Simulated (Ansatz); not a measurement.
Geometry optimisation, RKS B3LYP-D4/def2-SVP in Ansatz 0.2.0.

Input file:

```yaml
crystal:
  periodic: [false, false, false]
  atoms:
    - { symbol: Ge, position_ang: [-0.4173, 0.5239, -0.3516] }
    - { symbol: H, position_ang: [-0.6927, -1.4227, -0.0171] }
    - { symbol: Cl, position_ang: [-1.4682, 0.3656, -2.2439] }
    - { symbol: Cl, position_ang: [-1.6723, 1.2758, 1.1976] }
    - { symbol: Cl, position_ang: [1.0513, 2.0203, -0.7934] }
    - { symbol: H, position_ang: [0.1696, -1.536, 0.4377] }
    - { symbol: O, position_ang: [1.0847, -0.6697, 0.6718] }
    - { symbol: H, position_ang: [1.9449, -0.5572, 1.0989] }
basis:
  gaussian: { orbitals: def2-SVP }
hamiltonian:
  xc: b3lyp
  dispersion: d4
relax:
  f_tol: 0.15
  max_steps: 25
  restrain:
    - { distance: [0, 6], at: 3.16, k: 30.0 }
    - { distance: [5, 1], at: 1.92, k: 30.0 }
    - { distance: [0, 1], at: 1.51, k: 30.0 }
    - { distance: [5, 6], at: 0.97, k: 30.0 }
output:
  orbitals: {}
```

Command:

```bash
$ ansatz run input.yaml --threads 2 --pin off --max-ram 3072MiB --backend cpu --events-out ev --progress --plain --runs-dir out
```

Where does it end, and by what steps?

The forces met the threshold. The restraints hold the end off the free minimum. After 18 steps the energy has fallen by 2.204 eV (the restraints' own energy left out); H8 moved furthest, 1.06 Å. Joined: Ge1–H2 (1.99 → 1.52 Å), H6–O7 (1.28 → 0.97 Å).

```csv
step,energy less start (eV),largest force component (eV/Å),accepted
0,0.0000,1.687,yes
1,0.1258,5.111,yes
2,-0.1533,3.308,yes
3,-0.3220,5.005,yes
4,-1.1748,2.801,yes
5,-1.8754,1.976,yes
6,-2.0504,0.625,yes
7,-2.1161,0.246,yes
8,-2.1053,1.550,no
9,-2.1308,0.259,yes
10,-2.1441,0.415,yes
11,-2.1541,0.348,yes
12,-2.1690,0.659,yes
13,-2.1585,0.931,no
14,-2.1862,0.298,yes
15,-2.1933,0.272,yes
16,-2.1968,0.457,yes
17,-2.2009,0.405,yes
18,-2.2042,0.255,yes
```

```xyz
8
Properties=species:S:1:pos:R:3
Ge -0.612 0.489 -0.752
H -0.214 -0.973 -0.809
Cl -2.303 0.851 -2.040
Cl -1.225 0.961 1.271
Cl 0.974 1.814 -1.322
H 0.717 -1.552 0.777
O 1.489 -1.034 1.046
H 1.174 -0.555 1.828
```

Time of the run: 79 s on 2 threads of Arm Neoverse V1, on a shared host, peak memory 0.32 GiB.
